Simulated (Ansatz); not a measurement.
Cost and result up the ladder for the cluster CuTe₂ (3 atoms). The state is a doublet with charge 0. Geometry: PBE-D4/def2-TZVP.

```
atom   x (Å)   y (Å)   z (Å)
 Cu1  -0.526   1.934   0.159
 Te2   0.095  -0.250   1.021
 Te3   0.431  -1.685  -1.179
```

Ansatz on 2 threads of Arm Neoverse V2 on a shared host. Times are rough, and most runs start from the orbitals of an earlier one. PBE0-D4/def2-TZVP serves as the yardstick here, not as an exact answer. Differences are given only for rows in sets of like size (and for xTB, whose basis is part of the method), since another set adds its own error. Binding counts from free atoms at the same level (Cu doublet, Te triplet; other spins of the atoms weren't run), without zero-point energy or a counterpoise term.

In the def2 sets Te takes a core potential; there is no spin–orbit coupling. HSE06 is defined as in plane-wave codes, on full-range PBE exchange. Correlated methods freeze 17 core orbitals; core or outer-core shells of Te are correlated, in sets that lack core-valence functions. The rows differ in basis, and correlated rows in double-zeta sets carry the largest basis error. In CCSD on the charge 0 doublet the largest single amplitude is 0.16, so its Hartree–Fock determinant may place the open shell otherwise than the density functionals do. No other spin state of charge 0 was run. Another isomer (doublet) lies 0.33 eV lower at PBE0-D4/def2-TZVP; other spin states weren't run for this one.

Correlated methods converge slowly with the basis, most of all in double-zeta sets.

| level | functions | wall time |
| --- | --- | --- |
| PBE-D4/def2-TZVP (with forces) | 145 | 7 s |
| HSE06-D4/def2-TZVP | 145 | 9 s |
| PBE0-D4/def2-TZVP | 145 | 10 s |
| CCSD(T)/def2-SVP | 83 | 13 s |
| r2SCAN-D4/def2-TZVP | 145 | 15 s |
| B97M-V/def2-TZVP | 145 | 24 s |

Q: Estimate what each level gives for the binding energy per atom (eV).

A: 
| level | binding energy per atom (eV) | difference from PBE0-D4/def2-TZVP (eV) |
| --- | --- | --- |
| PBE-D4/def2-TZVP (with forces) | 1.76 | 0.16 |
| HSE06-D4/def2-TZVP | 1.60 | 0.00 |
| PBE0-D4/def2-TZVP | 1.60 | 0.00 |
| CCSD(T)/def2-SVP | 1.29 | – |
| r2SCAN-D4/def2-TZVP | 1.63 | 0.04 |
| B97M-V/def2-TZVP | 1.58 | -0.01 |
